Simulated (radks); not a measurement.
Results of a calculation; reference values are marked as such.
Polarisability of neutral indium, [Kr] 4d10 5s2 5p1, at imaginary frequency. Level of theory: non-relativistic Kohn-Sham, exchange-only LDA, spin-polarised, spherical densities, point nucleus; open shells are filled with parallel spins first (spin-orbit coupling, left out, can overturn this in heavy ions); relativity is left out, which matters for an element this heavy (a radial shooting solver on a logarithmic mesh with Libxc functionals). Response by self-consistent Sternheimer equations with the Hartree and adiabatic exchange-only LDA kernel.

w (hartree),alpha1(iw) (bohr^3)
0.00266,92.50
0.0143,91.16
0.0360,84.73
0.0697,70.97
0.118,53.70
0.186,37.60
0.280,24.77
0.413,15.67
0.605,9.749
0.892,6.038
1.35,3.668
2.12,2.076
3.59,0.9933
6.94,0.3506
17.5,0.07642

Static values: alpha1 = 92.55 bohr^3 (13.71 angstrom^3; uncoupled 133.8). C6 = 983.3, triple-dipole C9 = 61780 atomic units. One-pole (London) frequency 4 C6 / (3 alpha1^2) = 0.153 hartree, against 0.084 for minus the highest occupied eigenvalue. The dipole shielding factor is 1.000, as the force sum rule N/Z = 1.000 demands. Recommended static value: 65 bohr^3 (Schwerdtfeger and Nagle, 2023 table).
